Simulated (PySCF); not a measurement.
# Dipole response of Mn²⁺ (manganese, charge +2)

[Ar] 3d5, high-spin 6S determinant. Calculation: PySCF 2.14, in aug-cc-pwCVTZ (10s9p7d4f3g, 127 functions); the non-relativistic Hamiltonian (point nucleus). Coupled (time-dependent) response in atomic units; α is the mean over directions.

```csv
method,mean α (bohr³),C₆ (like pair),S(−4)
UHF,3.204,9.371,4.608
PBE,4.093,12.14,10.15
```

S(−4) is the Cauchy moment in α(ω) = α(0) + S(−4) ω² + …

α(iu) at PBE:

```json
{"u (hartree)": "0", "α(iu) (bohr³)": "4.093"}
{"u (hartree)": "0.0500", "α(iu) (bohr³)": "4.068"}
{"u (hartree)": "0.100", "α(iu) (bohr³)": "3.996"}
{"u (hartree)": "0.200", "α(iu) (bohr³)": "3.750"}
{"u (hartree)": "0.300", "α(iu) (bohr³)": "3.442"}
{"u (hartree)": "0.500", "α(iu) (bohr³)": "2.861"}
{"u (hartree)": "0.750", "α(iu) (bohr³)": "2.316"}
{"u (hartree)": "1.00", "α(iu) (bohr³)": "1.921"}
{"u (hartree)": "1.50", "α(iu) (bohr³)": "1.391"}
{"u (hartree)": "2.00", "α(iu) (bohr³)": "1.054"}
{"u (hartree)": "3.00", "α(iu) (bohr³)": "0.6625"}
{"u (hartree)": "5.00", "α(iu) (bohr³)": "0.3290"}
```

For an ion, C₆ is the dispersion term alone; charge-induced terms of lower order in 1/R come first.
